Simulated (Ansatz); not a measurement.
Total energies of `C#[C][Zr]([Cl])([Cl])[C]#C`.

Cartesian coordinates in Å:
```
C -0.2574 -0.5410 2.8303
C 0.0359 -0.6231 1.6530
Zr 0.5364 -0.7417 -0.4418
Cl 2.8474 -0.7176 -0.6759
Cl -0.4007 -2.6680 -1.3403
C -0.2934 0.9810 -1.4402
C -0.7677 1.9587 -1.9858
H -0.5156 -0.4663 3.8635
H -1.1849 2.8180 -2.4627
```

Total charge 0; spin multiplicity 1. Correlated methods include outer-core shells of Zr, which these sets cover unevenly. Zr takes the def2 core potential. Geometry: relaxed with PBE0-D4/def2-TZVP. Basis def2-TZVPP, the Gaussian-basis code of Ansatz.

RPA on PBE orbitals: Hartree–Fock energy of these orbitals -1118.23571 Eh, correlation -2.06061 Eh (frozen core).

```csv
functional,energy without D4 (Eh),D4 term (kJ/mol)
BLYP,-1121.14548,-56.4
r2SCAN0,-1121.02158,-8.8
```

(1) Give the same for LDA (SPW92), PBE, revPBE, r2SCAN, B97M-V, PBE0, B3LYP, r2SCANh, HSE06 (plane-wave form), BHLYP, CAM-B3LYP, LC-ωPBE, ωB97X-V, ωB97M-V, B2PLYP, PBE-QIDH. (An estimate is asked.)

B3LYP takes the VWN-RPA correlation (the form of Gaussian; ORCA's B3LYP/G). HSE06 is the plane-wave form, built on full-range PBE exchange. The double hybrids freeze the cores in their second-order part.

Results:

(1) Computed: 
```
             functional  energy without D4 (Eh)  D4 term (kJ/mol)
            LDA (SPW92)             -1116.70806                 –
                    PBE             -1120.65709             -27.7
                 revPBE             -1121.05243             -62.7
                 r2SCAN             -1121.09451              -7.2
                 B97M-V             -1121.00912                 –
                   PBE0             -1120.70686             -24.4
                  B3LYP             -1121.27261             -44.7
                r2SCANh             -1121.06454              -7.9
HSE06 (plane-wave form)             -1120.68211             -23.3
                  BHLYP             -1121.03341             -41.4
              CAM-B3LYP             -1121.11619             -25.8
                LC-ωPBE             -1120.83506                 –
                ωB97X-V             -1120.99899                 –
                ωB97M-V             -1121.03938                 –
                 B2PLYP             -1120.75416                 –
               PBE-QIDH             -1120.45782                 –
```

LC-ωPBE has ω = 0.4 bohr⁻¹.
